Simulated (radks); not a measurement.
Spherical quantum dot in the effective-mass picture: electrons in a hard-walled sphere of radius 6.54, with a point charge +1 (a donor) at the centre, all in effective atomic units (hartree* = m*/eps^2 hartree, bohr* = eps/m* bohr), one dielectric constant everywhere. Method: non-relativistic Kohn-Sham, LDA (Slater exchange, Perdew-Wang correlation), spin-polarised, spherical densities; computed with a radial shooting solver with Libxc functionals. Levels are named by radial order and angular momentum (1s, 1p, 1d, 2s, ...), and open shells are averaged over m. Results are scaled to m* = 0.502 and eps = 5.3, for which hartree* = 486.3 meV and bohr* = 0.5587 nm.

N = 38, configuration 1s2 1p6 1d10 2s(up 1, down 0) 1f14 1g(up 5, down 0). This is the lowest configuration that the search found. Occupied and some empty levels:

level    occupation  eigenvalue (meV)  <r> (nm)
1s up             1            3330.1     2.742
1s down           1            3341.9     2.754
1p up             3            3352.7     2.796
1p down           3            3364.1     2.793
1d up             5            3394.2     2.831
1d down           5            3405.7     2.828
1f up             7            3454.1     2.865
1f down           7            3465.7     2.863
2s up             1            3482.2    0.9468
1g up             5            3531.3     2.897
1g down           0            3543.1     2.895
2s down           0            3549.7     1.140
1h up             0            3625.1     2.927
1h down           0            3637.0     2.925
2p up             0            3680.4     1.792
2p down           0            3697.6     1.851
3s up             0            3727.8     1.814
3s down           0            3766.6     1.720
2d up             0            3800.5     2.065
2d down           0            3811.0     2.082

Energy (meV): total 67037.9, kinetic 11766, external -4082.9, Hartree 65123, exchange-correlation -5768.2.
